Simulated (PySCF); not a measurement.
C2H5FSi2, SMILES C#C[Si@@H](F)[SiH3]. Heavy atoms are numbered as in [CH:1]#[C:2][Si@@H:3]([F:4])[SiH3:5]. Hydrogens are named by the atom that carries them.

Coordinates come from a B3LYP-D3(BJ)/def2-SVP optimisation. The structure was generated by enumeration; whether it is a known compound was not checked.

These are PBE/def2-TZVP run with PySCF values and carry that method's errors.

Atomic charges (e), one atom of each kind:

| atom | IAO | Mulliken |
|---|---|---|
| C1 (CH) | -0.16 | -0.13 |
| C2 | -0.34 | -0.15 |
| Si3 (SiH) | 0.94 | 0.45 |
| F4 | -0.52 | -0.29 |
| Si5 (SiH3) | 0.23 | -0.01 |
| H on C1 | 0.21 | 0.17 |
| H on Si3 | -0.12 | -0.03 |
| H on Si5 | -0.08 | -0.01 |

Computed Mayer and Wiberg (Löwdin basis) orders of the bonds:
```tsv
bond	Mayer	Wiberg
C1–C2	2.62	2.98
C2–Si3	1.05	1.19
Si3–F4	1.14	1.70
Si3–Si5	0.93	1.09
```
